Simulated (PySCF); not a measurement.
C₄H₉B.
Bonds: C1–B2, B2–C3, C3–C4, C4–C5, C3–C5. Hydrogens: H6, H7, H8 on C1; H9 on B2; H10 on C3; H11, H12 on C4; H13, H14 on C5.

Torsions of this conformer, `[CH3:1][BH:2][CH:3]1[CH2:4][CH2:5]1`: C1–B2–C3–C4 153°.

The closed-shell ground state was solved at several levels (PySCF, density fitting, gas phase, non-relativistic). Isolated species at its PBE0-D3(BJ)/def2-SVP geometry (one conformer only).

```
         level  basis functions  total energy (Eh)  HOMO (eV)  LUMO (eV)  gap (eV)  dipole (D)
   B3LYP/pcJ-1              225          -182.6849      -7.99      -0.77      7.22        0.68
PBE0/def2-SVPD              172          -182.3088      -8.24      -0.58      7.66        0.67
```

Problem. What might PBE0/pcSseg-1 (130 basis functions) give for the same quantities?

Solution. Total energy -182.4051 Eh, HOMO -8.23 eV, LUMO -0.57 eV, gap 7.66 eV, dipole 0.65 D.

Problem. How far do the dipole and the HOMO energy spread over the levels?

Solution. The dipole runs from 0.65 to 0.68 D (mean 0.67 D) and the HOMO from -8.24 to -7.99 eV.
